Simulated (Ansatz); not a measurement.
Cartesian coordinates in Å:
```
N -0.394 1.846 1.409
Si -0.259 1.027 -0.097
C 0.123 -0.781 0.235
C 0.313 -1.606 -1.008
F 0.627 -2.920 -0.682
H 0.383 1.865 2.050
H -0.912 2.709 1.454
H 0.799 1.551 -1.015
H -1.566 1.190 -0.789
H -0.688 -1.195 0.842
H 1.035 -0.827 0.842
H 1.133 -1.225 -1.625
H -0.596 -1.636 -1.616
```

The species carries charge 0 and has multiplicity 1.

Q: List the PBE/def2-TZVPP orbital energies in eV (Ansatz 0.2.0). (Estimate.)

A: Computed: Occupied: -1779.60, -659.33, -380.09, -270.81, -268.77, -137.31, -94.06, -94.03, -94.02, -29.45, -21.17, -18.87, -15.44, -13.02, -12.23, -12.04, -11.91, -10.69, -9.75, -9.65, -8.15, -8.08, -7.62, -7.57, -6.08. Lowest empty: -0.46, 0.20, 0.96, 1.26, 1.50, 1.62, 1.76, 2.05.
